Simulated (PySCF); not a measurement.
# Ionisation energy of Hg²⁺ by level of theory

Hg²⁺ [Xe] 4f14 5d10 (1S) → Hg³⁺ [Xe] 4f14 5d9 (2D), as a difference of total energies. Calculation: PySCF 2.14, in cc-pVTZ-PP with ECP60MDF (5s5p4d2f1g, 63 functions); a scalar-relativistic core potential. Correlated levels: valence: 5s2 5p6 frozen. The calculations carry no spin-orbit coupling.

```tsv
method	ionisation energy (eV)
UHF	33.522
LDA	35.647
PBE	35.259
MP2 (valence)	35.315
SCS-MP2 (valence)	35.139
```

Problem. How much does correlation contribute at MP2 (valence)?

Solution. 35.315 − (33.522) = 1.793 eV, measured against UHF.

The reference lies between the lowest fine-structure levels, while these numbers refer to the centres of the terms.

Errors of the correlated levels include the incompleteness of this basis and the frozen core.

For comparison: 34.49 ± 0.05 eV (measured; NIST Atomic Spectra Database, ionization energies).
